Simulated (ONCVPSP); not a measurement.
# What one change does to a pseudopotential (tantalum (Ta), ONCV)

ONCVPSP 4.0.1 input, shortened (lines: element, Z, core and valence counts, functional; n l f; lmax; l rc ep ncon nbas qcut; lloc lpopt rc5 dvloc0; l nproj debl; icmod fcfact rcfact), PBE, scalar-relativistic:

```
  Ta 73.00   10    4        4      upf
    1    0    2.00
    2    0    2.00
    2    1    6.00
    3    0    2.00
    3    1    6.00
    3    2   10.00
    4    0    2.00
    4    1    6.00
    4    2   10.00
    4    3   14.00
    5    0    2.00
    5    1    6.00
    5    2    3.00
    6    0    2.00
    2
    0    2.00    0.00    5   10    7.30
    1    1.55    0.00    4    7   11.10
    2    2.65    0.00    4    9    6.90
    4    5    1.35    0.00
    0    2    2.60
    1    2    1.90
    2    1    0.40
    0    0.00    0.00
```

Change: s: qcut 8.3.

Cutoffs: the cutoffs (Ha) at which the residual kinetic energy of the hardest occupied pseudo-wave falls to 1 and 0.1 mHa per electron; they do not see the model core or the augmentation charge, which bear on the density cutoff. Errors are all-electron minus pseudo energies relative to the spin-unpolarised reference configuration.

**Question.** What does the change do?

**Answer.** The potential gets neither clearly harder nor softer (35 Ha and 43 Ha → 35 Ha and 43 Ha); the p channel sets the loose cutoff, while the largest relative change is in s, which becomes harder; the errors of the 4 common tests hardly move; neither file shows a bound ghost.

| quantity | base | changed |
| --- | --- | --- |
| cutoff, loose | 35 Ha | 35 Ha |
| cutoff, tight | 43 Ha | 43 Ha |
| loose cutoff by channel | s 18 Ha, p 35 Ha, d 13 Ha | s 21 Ha, p 35 Ha, d 13 Ha |
| bound ghosts | none | none |
| GHOST(+) flags under 300 eV | s at 160.1 eV | s at 195.7 eV |
| error for 5s2 5p6 5d3 6s1, meV [ΔE 8.47 eV] | -1.0 | -0.9 |
| error for 5s2 5p6 5d3 6s0, meV [ΔE 23.44 eV] | +7.8 | +8.4 |
| error for 5s2 5p6 5d2 6s0, meV [ΔE 47.04 eV] | +8.1 | +8.3 |
| error for 5s2 5p6 5d3 6s1.5, meV [ΔE 3.46 eV] | -0.9 | -0.9 |
| s: phases at 2.03 bohr within 0.05 rad from the reference energy up to (Ha; the scan ends near 5) | 5.0 | to the end of the scan |
| p: phases at 1.58 bohr within 0.05 rad from the reference energy up to (Ha; the scan ends near 5) | to the end of the scan | to the end of the scan |
| d: phases at 2.69 bohr within 0.05 rad from the reference energy up to (Ha; the scan ends near 5) | 4.3 | 4.3 |
